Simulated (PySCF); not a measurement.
C2H7GaO, SMILES C[O][GaH][CH3].

Geometry: PBE-D3(BJ)/def2-SVP. Other conformers were not sampled.

The numbers are results of PBE-D3(BJ)/def2-SVP run with PySCF 2.14.0, not measurements.

Frequencies are harmonic and unscaled.

```csv
mode,ν (cm⁻¹),IR (km/mol),moving atoms (share of kinetic energy)
1,46,0.2,H 94 %
2,118,0.8,"C 48 %, H 29 %, Ga 20 %"
3,120,0.5,"H 69 %, C 19 %"
4,122,4.8,"H 51 %, O 38 %, C 11 %"
5,245,7.6,"O 33 %, C 33 %, H 25 %, Ga 9 %"
6,421,31.6,H 92 %
7,549,34.7,"H 38 %, C 34 %, O 20 %"
8,571,111.2,"H 44 %, C 34 %, Ga 21 %"
9,612,22.5,"O 41 %, H 36 %, Ga 12 %, C 11 %"
10,695,37.2,"H 80 %, C 17 %"
11,740,74.7,"H 80 %, C 18 %"
12,1103,175.6,"O 43 %, C 40 %, H 17 %"
13,1137,0.0,"H 76 %, C 19 %"
14,1159,33.1,"H 59 %, C 23 %, O 18 %"
15,1168,5.5,"H 81 %, C 19 %"
16,1376,2.2,H 96 %
17,1380,3.3,H 95 %
18,1413,0.4,H 97 %
19,1420,37.5,"H 88 %, C 11 %"
20,1424,2.4,H 97 %
21,1890,172.2,H 99 %
22,2890,116.2,H 97 %
23,2964,58.8,"H 91 %, C 9 %"
24,2979,43.9,"H 90 %, C 10 %"
25,2981,2.1,H 97 %
26,3078,2.7,"H 91 %, C 9 %"
27,3101,1.7,"H 91 %, C 9 %"
```
